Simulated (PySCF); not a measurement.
BP86 single point of sextet FeSCl at its PBE0 minimum.

An equivalent PySCF input for this run (the driver started from the density of an earlier step):

```python
from pyscf import gto, scf, dft
mol = gto.M(atom='''
Fe    -0.084203    -0.000000    -0.002067
S     -2.127931    -0.000000    -0.052240
Cl     2.080259     0.000000     0.051070''',
    basis={'Fe': 'def2-SVP', 'S': 'def2-SVP', 'Cl': 'def2-SVP'},
    charge=0, spin=5)
mf = dft.UKS(mol, xc='B88,P86')
mf.grids.atom_grid = (75, 302)
aux = {'Fe': 'def2-universal-JKFIT', 'S': 'def2-universal-JKFIT', 'Cl': 'def2-universal-JKFIT'}
mf = mf.density_fit(auxbasis=aux)
mf.conv_tol = 1e-08
mf.diis_space = 10
mf.max_cycle = 60
mf.verbose = 4
mf.kernel()
```

Excerpt of the output:

```
init E= -2121.99241437891
cycle= 1 E= -2121.98747659006  delta_E= 0.00494  |g|= 0.16  |ddm|= 0.275
cycle= 2 E= -2121.52683787581  delta_E= 0.461  |g|= 0.931  |ddm|= 0.854
cycle= 3 E= -2121.99180140082  delta_E= -0.465  |g|= 0.119  |ddm|= 0.82
cycle= 4 E= -2121.99771087974  delta_E= -0.00591  |g|= 0.0585  |ddm|= 0.0848
cycle= 5 E= -2121.99890694585  delta_E= -0.0012  |g|= 0.0232  |ddm|= 0.0276
cycle= 6 E= -2121.99918931777  delta_E= -0.000282  |g|= 0.00234  |ddm|= 0.0229
cycle= 7 E= -2121.99919136634  delta_E= -2.05e-06  |g|= 0.00189  |ddm|= 0.00344
cycle= 8 E= -2121.99919237216  delta_E= -1.01e-06  |g|= 0.00102  |ddm|= 0.00114
cycle= 9 E= -2121.99919288155  delta_E= -5.09e-07  |g|= 7.85e-05  |ddm|= 0.000893
cycle= 10 E= -2121.99919288445  delta_E= -2.9e-09  |g|= 2.8e-05  |ddm|= 6.28e-05
Extra cycle  E= -2121.99919285766  delta_E= 2.68e-08  |g|= 0.000247  |ddm|= 0.000187
converged SCF energy = -2121.99919285766  <S^2> = 8.7606629  2S+1 = 6.0035532
```

With open d or f shells other occupations or spin states may lie lower.

This run, together with those of the ionised and electron-attached species (not shown), took 7.5 s on 2 threads of a shared Arm Neoverse V1 host, with 67 basis functions; the process peaked at 0.64 GiB. Launch command: `OMP_NUM_THREADS=2 python axn.py task.json out`.
